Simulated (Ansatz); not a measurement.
Basis-set extrapolation for CH$_{8}$BNSi (PBE0-D4/def2-TZVP geometry, frozen core, Ansatz). Multiplicity 1, RHF reference.

```csv
,def2-TZVPP,def2-QZVPP
HF,-410.646804,-410.661590
MP2 correlation,-0.641702,-0.683742
CCSD(T) correlation,-0.717349,not run
```

Energies in hartree. Use E(X) = E(∞) + A·exp(−7.88·√X) for Hartree–Fock and E(X) = E(∞) + B·X^(−2.97) for correlation, with X = 3 and 4, and add CCSD(T) minus MP2 of the smaller set to the MP2 limit.

Task: What is the CCSD(T) energy at the basis-set limit?

Result: HF limit: -410.661590 + (-0.014786) × 0.13774 = -410.66363. MP2 limit: -0.683742 + (-0.042040) × 0.74074 = -0.71488. Higher-order term: -0.717349 − (-0.641702) = -0.07565. Total: -411.45416 hartree, 56.5 kcal/mol below CCSD(T)/def2-TZVPP.
